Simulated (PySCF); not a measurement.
CBr3, SMILES [C](Br)(Br)Br, multiplicity 2. Geometry optimised at PBE-D3(BJ)/def2-SVP. The isomer is the one that the SMILES or the coordinates give; other isomers of the formula were not compared.

Computed equilibrium geometry at PBE-D3(BJ)/def2-SVP (PySCF confirms it by a frequency run) as a Z-matrix, and its point group:
point group C3v.
```
C
Br 1 1.8838
Br 1 1.8838 2 117.43
Br 1 1.8838 2 117.43 3 -148.67
```
Charge 0, spin multiplicity 2.
